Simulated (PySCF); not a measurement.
B(H)(Et)(OMe) (C₃H₉BO), SMILES CCBOC.

Geometry optimised at r2SCAN-D4/def2-SVP. This is a generated structure with no PubChem entry under its InChIKey; it may be hypothetical. The values are those of a single conformer.

Vertical ionisation energy (IE) and electron affinity (EA) in eV. Rows of orbital energies are one-electron estimates. Where ΔSCF, EOM or ADC give a negative EA the extra electron is unbound and the value depends on the basis.

| level | IE | EA |
|---|---|---|
| −ε(HOMO), −ε(LUMO), M06-2X/def2-TZVP (PySCF) | 9.33 | -0.90 |
| −ε(HOMO), −ε(LUMO), PBE/def2-TZVP (PySCF) | ___ | ___ |

**Question.** What belongs in the gaps? (The exact figures need the calculation; the answer reports its results.)

**Answer.** 
- −ε(HOMO), −ε(LUMO), PBE/def2-TZVP (PySCF), IE: 6.56
- −ε(HOMO), −ε(LUMO), PBE/def2-TZVP (PySCF), EA: 0.94
